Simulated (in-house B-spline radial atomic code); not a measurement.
**Solving the quasi-particle equation for 4p up of the strontium ion Sr⁵⁺**

Configuration [Ar] 3d10 4s2 4p3, highest spin, start HSE06; correlation leaves out the deepest shell. Computed with an all-electron radial atomic-structure program (B-spline basis): all electrons, scalar-relativistic (spin-free one-electron X2C), finite nucleus, each spin shell either full or empty, empty states to l = 9 with an (l + 1/2)⁻⁴ tail; G0W0 by contour deformation at full frequency.

At the mean-field level ε = -83.181 eV the matrix elements are Σx = -31.319 eV, v_xc = -25.389 eV and Σc(ε) = -0.785 eV, and the slope of the correlation self-energy is dΣc/dω = -0.0387. The quasi-particle energy solves E = ε + Σx − v_xc + Σc(E).

(1) What does the linearised equation give?

(2) How does that compare with the full solution and with static screening?

Results:

(1) Z = 1/(1 − dΣc/dω) = 1/1.0387 = 0.9627. The first-order shift is Σx − v_xc + Σc(ε) = -31.319 − (-25.389) + (-0.785) = -6.715 eV, so E ≈ ε + Z × shift = -83.181 + 0.9627 × (-6.715) = -89.646 eV.

(2) Solving the equation at full frequency dependence gives E = -89.636 eV, where Σc = -0.526 eV and the weight is 0.960; the linearised value is off by 9 meV. Leaving Z out would give -89.896 eV. Static COHSEX puts -2.825 eV in place of Σc and gives -91.936 eV, 2.30 eV deeper.
